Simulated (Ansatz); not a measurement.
Ansatz (a first-principles code) input:
A basis named .json is the Basis Set Exchange file of that set.

Ansatz 0.2 input:
```yaml
crystal:
  periodic: [false, false, false]
  atoms:
    - {symbol: B, position_ang: [-0.00000000, -0.00000000, -1.79722629]}
    - {symbol: I, position_ang: [0.00000000, 0.00000000, 0.16954965]}
basis:
  gaussian:
    orbitals: def2-QZVPPD.json
    fitting: {mean_field: def2-universal-jkfit, correlation: def2-QZVPPD-RIFIT.json}
magnetization: {spin_polarized: false}
correlation: {method: mp2, electrons: outside_noble_gas}
```

### Question
Predict the final energy.

### Answer
-321.49978 Eh (RI-MP2/def2-QZVPPD). The basis has 154 functions.

This state (charge 0, singlet) is run at the relaxed geometry of the species with charge 1 and multiplicity 2.
